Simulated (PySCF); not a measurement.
# Relaxation of singlet H4SeO

Method: PySCF, PBE0, basis Se def2-TZVP, O def2-TZVP, H def2-TZVP (no relativity, density fitting). A (50,194) grid was used.

A hand-made trigonal bipyramidal (ligand arrangement 2) start, of C3v symmetry, held to at least that symmetry:

Coordinates in bohr (charge 0 multiplicity 1):
```
Se    0.0000    0.0000    0.4678
O     0.0000    0.0000   -2.6314
H     0.0000    0.0000    3.2646
H     2.7968    0.0000    0.4678
H    -1.3984    2.4221    0.4678
H    -1.3984   -2.4221    0.4678
```

Optimiser trace:
| step | E − E(last) (kJ/mol) | largest gradient (Eh/bohr) |
| --- | --- | --- |
| 0 | 29.50 | 0.05620 |
| 1 | 1.95 | 0.02518 |
| 2 | 0.28 | 0.00456 |
| 3 | 0.04 | 0.00130 |
| 4 | 0.00 | 0.00034 |
| 5 | 0.00 | 0.00009 |

It ends at C3v with Se–H 1.516 Å (×3), Se–H 1.580 Å, Se–O 1.640 Å; H–Se–H 83.3° (×3), H–Se–H 118.7° (×3), H–Se–O 96.7° (×3), H–Se–O 180.0° (after a last refinement on a finer grid). The frequency run here used a shortcut that can spoil soft modes, so no verdict on minimum or saddle point is given.
